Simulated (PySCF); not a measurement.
**Exercise with solution: oscillator strength and radiative lifetime**

Si(CCH)2(F)(OH) (C4H3FOSi), SMILES O[Si](C#C)(C#C)F.

Geometry: r2SCAN-D4/def2-SVP. The structure was generated by enumeration, and PubChem lists no compound with its InChIKey, so it may never have been made. Other conformers were not sampled.

TDA-B3LYP/def2-SVPD (PySCF 2.14.0) puts the first singlet state with f over 0.02 at 7.14 eV (vertical), with the transition dipole (0.370, -0.665, -0.715) in atomic units.

Q: Find the oscillator strength, the wavelength and the radiative lifetime that this transition would have in vacuum if emission retraced absorption.

A: 
|μ|² = 1.0903 au, so |μ| = 2.65 D. ΔE = 7.14/27.211 = 0.2624 hartree. f = (2/3) ΔE |μ|² = 0.191 (the program prints 0.191).
λ = 1239.84/7.14 = 174 nm; ν = 57588 cm⁻¹.
Einstein's coefficient A = 0.6670 ν² f s⁻¹ (ν in cm⁻¹) = 4.2e8 s⁻¹, so τ = 1/A = 2.4 ns. This state is S7; the lower singlets have f = 0.000, 0.000, 0.004, 0.000, 0.000, 0.000. The figure is the radiative limit of this one transition; relaxation, internal conversion, crossing to triplets and a medium change what is measured.
